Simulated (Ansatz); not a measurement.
| atom | x (Å) | y (Å) | z (Å) |
| --- | --- | --- | --- |
| S | 0.0000 | 0.0000 | -0.5407 |
| O | 0.0000 | 0.0000 | 1.0814 |

Basis set: cc-pVDZ (spherical functions). Left uncorrelated: 6 orbitals. Charge 0, multiplicity 3.

Computed with Ansatz (development build ahead of 0.2.0); each method stands on the lowest determinant of its kind that the runs found.

(1) Give the atomization energy at this shape (free ground-state atoms in the same class of orbitals less the molecule, no zero-point energy) of triplet SO by UHF-MP2, UHF.

Answers

(1)

| method | atomization energy |
| --- | --- |
| UHF-MP2 | 3.72 eV |
| UHF | 1.19 eV |

Caution: the shape is not the minimum.
